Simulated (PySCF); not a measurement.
C6H10GeO2.
SMILES with atom numbers: `[O:1]=[C:2]1[CH:3]=[CH:4][CH2:5][CH2:6][C@@H:7]1[O:8][GeH3:9]` (hydrogens: H10 on C3; H11 on C4; H12, H13 on C5; H14, H15 on C6; H16 on C7; H17, H18, H19 on Ge9)

The calculation used PBE0-D3(BJ)/def2-SVP geometry optimisation, gas phase in PySCF 2.14.0.

(1) List the bond lengths, angles and torsions at this level.

## Answers

(1) 
```
                     bond  length (Å)   order
                    O1=C2       1.216  double
                    C2–C3       1.470  single
                    C3=C4       1.345  double
                    C4–C5       1.493  single
                    C5–C6       1.522  single
                    C6–C7       1.516  single
                    C7–O8       1.408  single
                   O8–Ge9       1.800  single
                    C2–C7       1.531  single
                   C3–H10       1.093  single
                   C4–H11       1.096  single
                   C5–H12       1.102  single
                   C5–H13       1.106  single
                   C6–H14       1.100  single
                   C6–H15       1.103  single
                   C7–H16       1.108  single
Ge9–H17, Ge9–H18, Ge9–H19       1.537  single
```

Bonds in one row agree within 0.01 Å and their mean is given. Orders are formal, as drawn. A selection of angles:
```
    angle  degrees
 O1–C2–C3    122.7
 O1–C2–C7    119.7
 C3–C2–C7    117.2
 C2–C3–C4    121.5
 C3–C4–C5    123.2
 C4–C5–C6    111.8
 C5–C6–C7    111.3
 C6–C7–O8    109.1
 C2–C7–C6    112.1
 C2–C7–O8    107.5
C7–O8–Ge9    120.6
```

Torsions: O1–C2–C3–C4 -173° (antiperiplanar); C2–C3–C4–C5 -3° (synperiplanar); C3–C4–C5–C6 -22° (synperiplanar); C4–C5–C6–C7 50° (synclinal); C5–C6–C7–O8 66° (synclinal); C6–C7–O8–Ge9 171° (antiperiplanar); O1–C2–C7–C6 -158° (antiperiplanar).

The C–O distances run from 1.216 Å (O1=C2, drawn double) to 1.408 Å (C7–O8, drawn single), a spread of 0.192 Å. Of the pairs four or more bonds apart, O8···H13 is among the closest relative to their van der Waals radii: 2.71 Å, 99 % of the sum of Bondi's values. The 6-membered ring C2–C3–C4–C5–C6–C7 has internal angles of 111.3° to 123.2°; it is puckered, 0.19 Å rms from its mean plane, widest ring torsion 53°. The 6 C–C bonds span 1.345 Å (C3=C4, drawn double) to 1.531 Å (C2–C7, drawn single), a spread of 0.186 Å. Ge9 (germanium bonded to O and 3 H) is distorted tetrahedral (angles from 102.7° to 112.0°).

Point group: C1 (no symmetry element, even within 0.4 Å). PBE0-D3(BJ)/def2-SVP frequencies: not computed here. The numbers are those of one conformer.
